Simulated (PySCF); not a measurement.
PySCF input (M06-2X/def2-TZVPD):

```python
from pyscf import gto, scf, dft

mol = gto.M(
    atom='''
    B    -1.54576958    0.10378063   -0.17963293
    Br    0.34039482   -0.02285359    0.03955707
    H    -1.96624912    0.99399433   -0.83634538
    H    -2.21872151   -0.71302173    0.35001253
    ''',
    basis='def2-tzvpd',
    charge=0,
    spin=2,
    verbose=4,
)

mf = dft.UKS(mol, xc='m062x').density_fit(auxbasis='def2-universal-jkfit')
mf.grids.level = 4
mf.conv_tol = 1e-9
mf.max_cycle = 100
mf.max_memory = 1500
mf.kernel()
if not mf.converged:
    mf = mf.newton()
    mf.kernel(mf.make_rdm1())
for _ in range(2):
    mo, _, stable, _ = mf.stability(return_status=True)
    if stable:
        break
    mf.kernel(mf.make_rdm1(mo, mf.mo_occ))
mf.analyze()
```

Output:

```
PySCF version 2.14.0

[INPUT] verbose = 4
[INPUT] num. atoms = 4
[INPUT] num. electrons = 42
[INPUT] charge = 0
[INPUT] spin (= nelec alpha-beta = 2S) = 2
[INPUT] symmetry False subgroup None
[INPUT] Mole.unit = angstrom
[INPUT] Symbol           X                Y                Z      unit          X                Y                Z       unit  Magmom
[INPUT]  1 B     -1.545769580000   0.103780630000  -0.179632930000 AA   -2.921081157884   0.196116967735  -0.339457040653 Bohr   0.0
[INPUT]  2 Br     0.340394820000  -0.022853590000   0.039557070000 AA    0.643252984021  -0.043187026063   0.074752028590 Bohr   0.0
[INPUT]  3 H     -1.966249120000   0.993994330000  -0.836345380000 AA   -3.715672329467   1.878377053071  -1.580463713745 Bohr   0.0
[INPUT]  4 H     -2.218721510000  -0.713021730000   0.350012530000 AA   -4.192776000581  -1.347415790564   0.661427821866 Bohr   0.0

nuclear repulsion = 67.2659014504108
number of shells = 42
number of NR pGTOs = 186
number of NR cGTOs = 112
basis = def2-tzvpd
ecp = {}

******** <class 'pyscf.df.df_jk.DFUKS'> ********
method = DFUKS
initial guess = minao
damping factor = 0
level_shift factor = 0
DIIS = <class 'pyscf.scf.diis.CDIIS'>
diis_start_cycle = 1
diis_space = 8
diis_damp = 0
SCF conv_tol = 1e-09
SCF conv_tol_grad = None
SCF max_cycles = 100
direct_scf = False
number electrons alpha = 22  beta = 20
XC library pyscf.dft.libxc version 7.1.2
    S. Lehtola, C. Steigemann, M. J. T. Oliveira, and M. A. L. Marques,  SoftwareX 7, 1–5 (2018)
XC functionals = m062x
    Y. Zhao and D. G. Truhlar,  Theor. Chem. Acc. 120, 215 (2008)
    Y. Zhao and D. G. Truhlar,  Theor. Chem. Acc. 120, 215 (2008)
radial grids:
    Treutler-Ahlrichs [JCP 102, 346 (1995); DOI:10.1063/1.469408] (M4) radial grids

becke partition: Becke, JCP 88, 2547 (1988); DOI:10.1063/1.454033
pruning grids: <function nwchem_prune>
grids dens level: 4
symmetrized grids: False
atomic radii adjust function: <function treutler_atomic_radii_adjust>
small_rho_cutoff = 0
Set gradient conv threshold to 3.16228e-05
tot grids = 89712
******** <class 'pyscf.df.df.DF'> ********
auxbasis = def2-universal-jkfit
init E= -2599.19054000743
  alpha nocc = 22  HOMO = -0.0866083883903705  LUMO = 0.00306618807049951
  beta  nocc = 20  HOMO = -0.381595178121794  LUMO = -0.325594022472259

WARN: HOMO -0.0866083883903705 >= LUMO -0.325594022472259

[...]
WARN: HOMO -0.182803808203301 >= LUMO -0.207839752110557

Extra cycle  E= -2600.08075131231  delta_E= -4.55e-13  |g|= 7.1e-07  |ddm|= 2.79e-06
converged SCF energy = -2600.08075131231  <S^2> = 2.0078951  2S+1 = 3.0052588
uhf_internal: lowest eigs of H = [0.06038512 0.12985981 0.13145813]
<class 'pyscf.df.df_jk.DFUKS'> wavefunction is stable in the internal stability analysis
**** SCF Summaries ****
Total Energy =                       -2600.080751312312259
Nuclear Repulsion Energy =              67.265901450410823
One-electron Energy =                -3748.272119812359961
Two-electron Energy =                 1080.925467049637064
Two-electron Coulomb Energy =         1177.040542164518001
DFT Exchange-Correlation Energy =      -96.115075114881009
HOMO-LUMO gap [eV] =                    -0.681262734035393
**** MO energy ****
                             alpha | beta                alpha | beta
MO #1   energy= -485.45339000019   | -485.450298984706  occ= 1 | 1
MO #2   energy= -63.4363610352194  | -63.4347808802186  occ= 1 | 1
MO #3   energy= -57.2580735543635  | -57.2529145858063  occ= 1 | 1
MO #4   energy= -57.253491202796   | -57.2521421271181  occ= 1 | 1
MO #5   energy= -57.2528597753194  | -57.2515119150495  occ= 1 | 1
MO #6   energy= -9.10301589436812  | -9.0992551982357   occ= 1 | 1
MO #7   energy= -7.03843445382677  | -7.03472211779444  occ= 1 | 1
MO #8   energy= -6.93085057794374  | -6.91896852748101  occ= 1 | 1
MO #9   energy= -6.918601628277    | -6.91799604934569  occ= 1 | 1
MO #10  energy= -6.91536189042359  | -6.91304914066182  occ= 1 | 1
MO #11  energy= -2.96145769447512  | -2.95658756794812  occ= 1 | 1
MO #12  energy= -2.95936524747172  | -2.95527564654795  occ= 1 | 1
MO #13  energy= -2.95592168531105  | -2.95101764413644  occ= 1 | 1
MO #14  energy= -2.94832993148737  | -2.94716740624377  occ= 1 | 1
MO #15  energy= -2.94790837539008  | -2.94693335436176  occ= 1 | 1
MO #16  energy= -0.943975391106875 | -0.897924929961288 occ= 1 | 1
MO #17  energy= -0.603036691924341 | -0.552188425163274 occ= 1 | 1
MO #18  energy= -0.489436555362452 | -0.427804840917497 occ= 1 | 1
MO #19  energy= -0.457421279372076 | -0.414990971836494 occ= 1 | 1
MO #20  energy= -0.436854610368599 | -0.410680301716243 occ= 1 | 1
MO #21  energy= -0.40313747380203  | -0.207839752110557 occ= 1 | 0
MO #22  energy= -0.182803808203301 | -0.0101244375261508 occ= 1 | 0
MO #23  energy= 0.00124500243671299 | 0.000225251478288342 occ= 0 | 0
MO #24  energy= 0.0229177243362058 | 0.0224965897338391 occ= 0 | 0
MO #25  energy= 0.0237297983169695 | 0.026599320852679  occ= 0 | 0
MO #26  energy= 0.0312536313059704 | 0.0392638233185437 occ= 0 | 0
MO #27  energy= 0.0728418347367903 | 0.0682838416542938 occ= 0 | 0
MO #28  energy= 0.0896394382420684 | 0.0763113087924152 occ= 0 | 0
MO #29  energy= 0.11069856140917   | 0.0911344449736166 occ= 0 | 0
MO #30  energy= 0.115590008968133  | 0.104377482978962  occ= 0 | 0
MO #31  energy= 0.117915603405064  | 0.120304809360274  occ= 0 | 0
MO #32  energy= 0.152219849764208  | 0.138054827687665  occ= 0 | 0
MO #33  energy= 0.167054987281096  | 0.148256583151017  occ= 0 | 0
MO #34  energy= 0.17152599379608   | 0.148686538949282  occ= 0 | 0
MO #35  energy= 0.172853690613176  | 0.154653248875576  occ= 0 | 0
MO #36  energy= 0.187040149184177  | 0.173457029268194  occ= 0 | 0
MO #37  energy= 0.19596356856634   | 0.174090440298717  occ= 0 | 0
MO #38  energy= 0.19905452238309   | 0.181344758054182  occ= 0 | 0
MO #39  energy= 0.199496967246116  | 0.188697741933359  occ= 0 | 0
MO #40  energy= 0.224270623555899  | 0.199708705353669  occ= 0 | 0
MO #41  energy= 0.241589078956711  | 0.224205787339315  occ= 0 | 0
MO #42  energy= 0.258042455718599  | 0.267184958347508  occ= 0 | 0
MO #43  energy= 0.294421241795284  | 0.272024114431455  occ= 0 | 0
MO #44  energy= 0.316407599382064  | 0.310112408691162  occ= 0 | 0
MO #45  energy= 0.334803106083092  | 0.32286256397494   occ= 0 | 0
MO #46  energy= 0.337133770990179  | 0.323227811172101  occ= 0 | 0
MO #47  energy= 0.348900158471737  | 0.324438689806349  occ= 0 | 0
MO #48  energy= 0.37581131328208   | 0.34717520873056   occ= 0 | 0
MO #49  energy= 0.429291716223896  | 0.414963452235281  occ= 0 | 0
MO #50  energy= 0.438950981056842  | 0.432508375202738  occ= 0 | 0
MO #51  energy= 0.439313428410465  | 0.44336749921484   occ= 0 | 0
MO #52  energy= 0.451694009577317  | 0.45110030780121   occ= 0 | 0
MO #53  energy= 0.461265791980954  | 0.467805502261553  occ= 0 | 0
MO #54  energy= 0.462550454390351  | 0.468255836840813  occ= 0 | 0
MO #55  energy= 0.49509268018557   | 0.482110461669657  occ= 0 | 0
MO #56  energy= 0.509173902507789  | 0.50546093636694   occ= 0 | 0
MO #57  energy= 0.517233259426494  | 0.513199106463746  occ= 0 | 0
MO #58  energy= 0.604462619184879  | 0.602619316425946  occ= 0 | 0
MO #59  energy= 0.620281421840728  | 0.618450497152543  occ= 0 | 0
MO #60  energy= 0.625751161223988  | 0.618521981341767  occ= 0 | 0
MO #61  energy= 0.675195623343211  | 0.685984813749884  occ= 0 | 0
MO #62  energy= 0.683282384208129  | 0.689291344706655  occ= 0 | 0
MO #63  energy= 0.719364533329994  | 0.71575560722316   occ= 0 | 0
MO #64  energy= 0.852203050096227  | 0.85217033430348   occ= 0 | 0
MO #65  energy= 0.921939478150044  | 0.912086323367712  occ= 0 | 0
MO #66  energy= 1.01570406947283   | 1.05871338226223   occ= 0 | 0
MO #67  energy= 1.05326198916336   | 1.07725796959835   occ= 0 | 0
MO #68  energy= 1.1511708282649    | 1.16346738472548   occ= 0 | 0
MO #69  energy= 1.2008135284357    | 1.20704935321833   occ= 0 | 0
MO #70  energy= 1.328196501982     | 1.33946026873587   occ= 0 | 0
MO #71  energy= 1.37525512521915   | 1.39378631491213   occ= 0 | 0
MO #72  energy= 1.39112427902653   | 1.40309128237897   occ= 0 | 0
MO #73  energy= 1.40555076391826   | 1.42897758180058   occ= 0 | 0
MO #74  energy= 1.42128321778621   | 1.43398904504207   occ= 0 | 0
MO #75  energy= 1.47133969115656   | 1.4899838632751    occ= 0 | 0
MO #76  energy= 1.48193695196117   | 1.49796393248765   occ= 0 | 0
MO #77  energy= 1.48281010427278   | 1.508294027998     occ= 0 | 0
MO #78  energy= 1.48433658521785   | 1.52459030586121   occ= 0 | 0
MO #79  energy= 1.57464323932378   | 1.59609402651164   occ= 0 | 0
MO #80  energy= 1.58330489486095   | 1.59694233023941   occ= 0 | 0
MO #81  energy= 1.6111707630557    | 1.62932184671923   occ= 0 | 0
MO #82  energy= 1.63979705376842   | 1.65652938941105   occ= 0 | 0
MO #83  energy= 1.74964963437205   | 1.77384471246976   occ= 0 | 0
MO #84  energy= 1.75555536440373   | 1.78263646793094   occ= 0 | 0
MO #85  energy= 1.76566450188461   | 1.79117680400299   occ= 0 | 0
MO #86  energy= 1.78055778003053   | 1.80674942647055   occ= 0 | 0
MO #87  energy= 1.83072835588115   | 1.86200658046567   occ= 0 | 0
MO #88  energy= 1.84300608368934   | 1.90777289831718   occ= 0 | 0
MO #89  energy= 1.88855534553149   | 1.92724839029119   occ= 0 | 0
MO #90  energy= 1.91286093570334   | 1.95864557183392   occ= 0 | 0
MO #91  energy= 1.9612055197791    | 1.98919360567116   occ= 0 | 0
MO #92  energy= 1.96465306654293   | 1.98988360700499   occ= 0 | 0
MO #93  energy= 1.97302444826454   | 2.00861930430557   occ= 0 | 0
MO #94  energy= 2.19199233010614   | 2.22087398388776   occ= 0 | 0
MO #95  energy= 2.2186773660498    | 2.23325904460998   occ= 0 | 0
MO #96  energy= 2.33044581170954   | 2.35592379573273   occ= 0 | 0
MO #97  energy= 2.33416367404774   | 2.35922704884838   occ= 0 | 0
MO #98  energy= 2.41827023399158   | 2.44849713728809   occ= 0 | 0
MO #99  energy= 2.41836220404226   | 2.44877719812824   occ= 0 | 0
MO #100 energy= 2.79892007667266   | 2.82811944681189   occ= 0 | 0
MO #101 energy= 2.83388326457961   | 2.84840817959781   occ= 0 | 0
MO #102 energy= 2.96803177406888   | 3.00852396017502   occ= 0 | 0
MO #103 energy= 3.06601512598507   | 3.08483919929813   occ= 0 | 0
MO #104 energy= 3.08976647621611   | 3.12024158984811   occ= 0 | 0
[...]
```

This state (charge 0, triplet) is run at the relaxed geometry of the species with charge 0 and multiplicity 1, and is a spin state other than that species' own.
